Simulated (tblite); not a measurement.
Compound: C6H10O2P (charge -1).
SMILES: `C#C[P@@](=O)([O-])C(C)(C)C`

Level: GFN2-xTB in tblite, geometry and Hessian alike; calculated harmonic values, unscaled, isolated species. This tight-binding method is rough: wavenumbers can miss measured ones by several per cent, in bad cases by 10 to 20.

Harmonic wavenumbers (cm⁻¹): 58.6, 89.8, 118.9, 161.5, 168.4, 179.0, 211.5, 212.9, 280.4, 292.5, 301.5, 382.0, 394.1, 420.2, 439.0, 469.0, 609.5, 629.5, 639.2, 669.4, 867.4, 957.8, 974.1, 974.5, 1024.8, 1030.1, 1090.3, 1228.1, 1229.6, 1248.2, 1254.7, 1389.8, 1391.2, 1412.6, 1484.0, 1495.3, 1496.8, 1499.7, 1502.1, 1515.3, 2198.7, 2932.8, 2938.7, 2947.0, 3001.4, 3007.4, 3007.6, 3014.3, 3025.4, 3026.5, 3315.7.

A = 1789, B = 1307, C = 1116 MHz; mass 145.042 u (most abundant isotopes); point group Cs, symmetry number 1.

Task: What is the zero-point energy?

Result: ½Σν̃ = 32104 cm⁻¹ = 91.79 kcal/mol.

Task: What is S at 400 K and 1 bar for an ideal gas of classical rigid rotors and harmonic oscillators?

Result: Translation 42.31, rotation 30.08, vibration 45.75: S = 118.1 cal/(mol K).

Task: And Cp and H(400 K) − H(0)?

Result: Cp = 52.23 cal/(mol K), of which vibrations give 44.28 (their classical limit is 51 R = 101.3); H(400 K) − H(0) = 12.82 kcal/mol without the zero-point energy, 9.64 from vibrations.

Task: What must be added to the electronic energy to get the Gibbs energy at 400 K and 1 bar?

Result: ZPE + [H(400 K) − H(0)] − T·S = 91.79 + 12.82 − 47.26 = 57.35 kcal/mol.

Task: How do the functions run with temperature in this model?

Result: 
| T (K) | S (cal/(mol K)) | Cp (cal/(mol K)) | H − H(0) (kcal/mol) | G − H(0) (kcal/mol) | ln q(vib) |
| --- | --- | --- | --- | --- | --- |
| 150 | 79.9 | 28.2 | 2.59 | -9.39 | 3.01 |
| 250 | 96.9 | 38.8 | 5.96 | -18.26 | 6.21 |
| 298.15 | 104.1 | 43.4 | 7.94 | -23.10 | 7.74 |
| 600 | 142.1 | 66.0 | 24.72 | -60.53 | 16.71 |
| 900 | 171.6 | 79.7 | 46.74 | -107.75 | 24.57 |

q(vib) and H(0) count from the zero-point level.

Task: Blend soft modes into free rotors: weight 1/[1 + (100 cm⁻¹/ν̃)⁴] for the oscillator and the rest for a rotor with moment μB/(μ + B), μ = h/(8π²ν), B = 10⁻⁴⁴ kg m². What vibrational entropy results?

Result: 43.53 cal/(mol K) in place of 45.75, which changes −T·S at 400 K by +0.89 kcal/mol.

Hindered rotation and anharmonicity are outside this model.

Hardware: one thread of an Arm Neoverse V1, shared host with 32 logical CPUs at a one-minute load of 7.3. Cost: 0.75 s. The figure is for the frequency step alone.

The values belong to the conformer `[CH:1]#[C:2][P@@:3](=[O:4])([O-:5])[C:6]([CH3:7])([CH3:8])[CH3:9]`: C2–P3–C6–C7 180°.
